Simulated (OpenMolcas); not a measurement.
## Levels of Bi3+ by method

* Program: OpenMolcas
* Basis: ANO-RCC-VDZ [7s6p3d1f]
* Scalar Hamiltonian: DKH2, point nucleus
* Active space: 2 electrons in 8 orbitals (6s 6p 7s 7p)
* State averaging: 2S+1 = 3 even, 3 roots (0 in the spin-orbit step); 2S+1 = 1 even, 1 root; 2S+1 = 3 odd, 3 roots; 2S+1 = 1 odd, 3 roots
* Spin-orbit coupling: state interaction with AMFI integrals over the reference wave functions, term energies averaged over their components

Methods on the same reference wave functions:
A. CASSCF
B. SS-CASPT2, IPEA 0.25 Eh, imaginary shift 0.1 Eh (closed shells correlated: 5d)

Energies in cm⁻¹ above 6s² ¹S₀, the measured ground level; measured values from Moore, Atomic Energy Levels, vol. III, NSRDS-NBS 35 (1971 reprint of NBS Circular 467, 1958).

```csv
Level,A,B,Measured
6s² ¹S₀,0.0,0.0,0.0
6s 6p ³P°₀,68020,68975,70968
6s 6p ³P°₁,73768,74681,75926
6s 6p ³P°₂,92575,93529,96423
6s 6p ¹P°₁,121458,121659,114602
```

Deviations, from unrounded energies. A percentage is the sum of absolute deviations over the sum of measured energies, with the sign that they share, or ± where signs differ.

| Against measurement | Levels | A | B |
| --- | --- | --- | --- |
| mean absolute deviation (cm-1) | 4 | 4000 | 3300 |
| other configurations (%) | 4 | ±4.4 | ±3.7 |

B lies closest to measurement on these levels. The largest miss of B in the table is 6s 6p ¹P°₁, by +7100 cm-1. The ranking rests on the paired levels alone, and a cruder setting can come out closer through cancelling errors.

The lowest spin-free term lies below A's lowest term by 0.011 hartree in B.

Some high roots are left out of the spin-orbit mixing, which shifts the levels that they would mix with. Active for correlation alone: 7p 7s; no level in the range computed is led by a configuration that fills them, so any true level of that kind is missing. Spin-orbit splittings of 6p shells tend to come out small when the coupling is added on scalar orbitals. The basis is small and was not contracted for so high a charge. Computed and measured levels are paired by configuration, term and J; levels that our copy of the source lacks, or whose pairing is in doubt (as where it misses far off the trend of its configuration), stay unpaired and out of the deviations. Only configurations of the active space appear.

° marks odd parity.
